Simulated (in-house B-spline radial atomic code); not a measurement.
Computed with a B-spline radial atomic code. Model: two electrons, singlet ground state, non-relativistic, full CI in B-splines with partial waves to l = 8 (at full coupling up to 3e-4 hartree above the limit, correlation up to 0.6 % small), density held at that of full coupling by Lieb maximisation.

Along the adiabatic connection the electron repulsion is scaled by a coupling λ while a local potential keeps the density fixed. At λ = 0 the system is the Kohn-Sham one and W equals the exchange energy; the exchange-correlation energy is the area under W between 0 and 1. The kinetic energy rises with λ as the electrons avoid each other, with dT/dλ = −λ dW/dλ.

Command:
```bash
python run_ac.py task.json out
```
Settings (lengths in bohr, energies in hartree):
```
potential              gauss
strength               2.45
lmax                   8
second                 4.93
```

Run time, properties included: 15 s on 1 thread of Intel(R) Xeon(R) Processor @ 2.30GHz, with other jobs on the host.

**W = mean repulsion less Hartree energy, and W of three functionals.**

Given: confinement Gaussian well; well depth 2.45 hartree; well width 4.93 bohr; external potential -V exp(-r^2/w^2).

Computed: LDA exchange minus exact 65.33 millihartree; SCAN exchange minus exact 1.4694 millihartree.

```json
{"coupling": "0", "W xc (hartree)": "-0.45065", "W xc minus exchange (millihartree)": "0", "kinetic minus Kohn-Sham (millihartree)": "0", "LDA (PW92) W minus its exchange (millihartree)": "0", "PBE W minus its exchange (millihartree)": "0", "SCAN W minus its exchange (millihartree)": "0"}
{"coupling": "0.02", "W xc (hartree)": "-0.45262", "W xc minus exchange (millihartree)": "-1.971", "kinetic minus Kohn-Sham (millihartree)": "0.02", "LDA (PW92) W minus its exchange (millihartree)": "-10.08", "PBE W minus its exchange (millihartree)": "-3.19", "SCAN W minus its exchange (millihartree)": "-1.87"}
{"coupling": "0.05", "W xc (hartree)": "-0.4555", "W xc minus exchange (millihartree)": "-4.851", "kinetic minus Kohn-Sham (millihartree)": "0.12", "LDA (PW92) W minus its exchange (millihartree)": "-19.95", "PBE W minus its exchange (millihartree)": "-7.61", "SCAN W minus its exchange (millihartree)": "-4.57"}
{"coupling": "0.12", "W xc (hartree)": "-0.46188", "W xc minus exchange (millihartree)": "-11.233", "kinetic minus Kohn-Sham (millihartree)": "0.66", "LDA (PW92) W minus its exchange (millihartree)": "-36.65", "PBE W minus its exchange (millihartree)": "-16.72", "SCAN W minus its exchange (millihartree)": "-10.47"}
{"coupling": "0.25", "W xc (hartree)": "-0.47259", "W xc minus exchange (millihartree)": "-21.944", "kinetic minus Kohn-Sham (millihartree)": "2.63", "LDA (PW92) W minus its exchange (millihartree)": "-58.56", "PBE W minus its exchange (millihartree)": "-30.83", "SCAN W minus its exchange (millihartree)": "-20.31"}
{"coupling": "0.4", "W xc (hartree)": "-0.48336", "W xc minus exchange (millihartree)": "-32.712", "kinetic minus Kohn-Sham (millihartree)": "6.11", "LDA (PW92) W minus its exchange (millihartree)": "-77.17", "PBE W minus its exchange (millihartree)": "-44.19", "SCAN W minus its exchange (millihartree)": "-30.26"}
{"coupling": "0.6", "W xc (hartree)": "-0.49554", "W xc minus exchange (millihartree)": "-44.899", "kinetic minus Kohn-Sham (millihartree)": "12.16", "LDA (PW92) W minus its exchange (millihartree)": "-96.19", "PBE W minus its exchange (millihartree)": "-58.83", "SCAN W minus its exchange (millihartree)": "-41.73"}
{"coupling": "0.8", "W xc (hartree)": "-0.50575", "W xc minus exchange (millihartree)": "-55.105", "kinetic minus Kohn-Sham (millihartree)": "19.28", "LDA (PW92) W minus its exchange (millihartree)": "-111.2", "PBE W minus its exchange (millihartree)": "-70.96", "SCAN W minus its exchange (millihartree)": "-51.57"}
{"coupling": "1", "W xc (hartree)": "-0.5144", "W xc minus exchange (millihartree)": "-63.753", "kinetic minus Kohn-Sham (millihartree)": "27.04", "LDA (PW92) W minus its exchange (millihartree)": "-123.57", "PBE W minus its exchange (millihartree)": "-81.26", "SCAN W minus its exchange (millihartree)": "-60.14"}
{"coupling": "1.4", "W xc (hartree)": "-0.52822", "W xc minus exchange (millihartree)": "-77.577", "kinetic minus Kohn-Sham (millihartree)": "43.49", "LDA (PW92) W minus its exchange (millihartree)": "-143.1", "PBE W minus its exchange (millihartree)": "-97.98", "SCAN W minus its exchange (millihartree)": "-74.32"}
{"coupling": "2", "W xc (hartree)": "?", "W xc minus exchange (millihartree)": "?", "kinetic minus Kohn-Sham (millihartree)": "?", "LDA (PW92) W minus its exchange (millihartree)": "?", "PBE W minus its exchange (millihartree)": "?", "SCAN W minus its exchange (millihartree)": "?"}
{"coupling": "3", "W xc (hartree)": "-0.55944", "W xc minus exchange (millihartree)": "-108.79", "kinetic minus Kohn-Sham (millihartree)": "108.66", "LDA (PW92) W minus its exchange (millihartree)": "-188.42", "PBE W minus its exchange (millihartree)": "-138.47", "SCAN W minus its exchange (millihartree)": "-108.71"}
{"coupling": "4.5", "W xc (hartree)": "-0.57416", "W xc minus exchange (millihartree)": "-123.52", "kinetic minus Kohn-Sham (millihartree)": "162.9", "LDA (PW92) W minus its exchange (millihartree)": "-211.47", "PBE W minus its exchange (millihartree)": "-159.68", "SCAN W minus its exchange (millihartree)": "-125.57"}
{"coupling": "7", "W xc (hartree)": "?", "W xc minus exchange (millihartree)": "?", "kinetic minus Kohn-Sham (millihartree)": "?", "LDA (PW92) W minus its exchange (millihartree)": "?", "PBE W minus its exchange (millihartree)": "?", "SCAN W minus its exchange (millihartree)": "?"}
{"coupling": "10", "W xc (hartree)": "-0.59766", "W xc minus exchange (millihartree)": "-147.01", "kinetic minus Kohn-Sham (millihartree)": "321.46", "LDA (PW92) W minus its exchange (millihartree)": "-251.84", "PBE W minus its exchange (millihartree)": "-197.5", "SCAN W minus its exchange (millihartree)": "-150.48"}
```

(1) What belongs in the row 2?

(2) What belongs in the row 7?

(3) What is the PBE exchange minus exact?

**Energy parts, natural occupations and partial-wave weights.**

Computed: total energy -3.1924 hartree; exchange energy -0.45065 hartree; correlation energy -0.036715 hartree; kinetic part of the DFT correlation energy 0.027038 hartree; kinetic part over minus potential part 0.42411; Kohn-Sham kinetic 0.47902 hartree; Lieb Oxford ratio E_xc over LDA exchange 1.2648.

```
natural  occupation of the shell (electrons)
      s                               1.9386
      p                                    ?
      s                            0.0035549
      d                             0.001202
      p                            0.0003012
      f                           0.00013519
```

(4) What belongs in the row p?

| wave | weight |
| --- | --- |
| s | 0.9711 |
| p | ? |
| d | 0.00062797 |
| f | 7.4683e-05 |
| g | 1.6118e-05 |

(5) What belongs in the row p?

(6) What is the Hartree energy?

(7) What is the initial slope twice GL2?

Results:

(1) W xc (hartree): -0.54316; W xc minus exchange (millihartree): -92.516; kinetic minus Kohn-Sham (millihartree): 68.62; LDA (PW92) W minus its exchange (millihartree): -164.38; PBE W minus its exchange (millihartree): -116.75; SCAN W minus its exchange (millihartree): -90.39.

(2) W xc (hartree): -0.58806; W xc minus exchange (millihartree): -137.41; kinetic minus Kohn-Sham (millihartree): 241.06; LDA (PW92) W minus its exchange (millihartree): -234.74; PBE W minus its exchange (millihartree): -181.39; SCAN W minus its exchange (millihartree): -140.88.

(3) 19.087 millihartree.

(4) occupation of the shell (electrons): 0.056038.

(5) weight: 0.028178.

(6) 0.90129 hartree.

(7) -0.099555 hartree.

Half-way to full coupling W has made 61 % of its drop, against 50 % for a straight line, and second-order (GL2) theory, half the initial slope, overshoots the correlation energy by about 36 %: a marked bend. Over couplings 0 to 1 the errors in E_xc come to about +21 millihartree for LDA, +7.4 millihartree for PBE, +3.9 millihartree for SCAN, so SCAN is nearest. In LDA and PBE the errors of exchange and correlation have opposite signs, so the sum is smaller than the larger of the two.
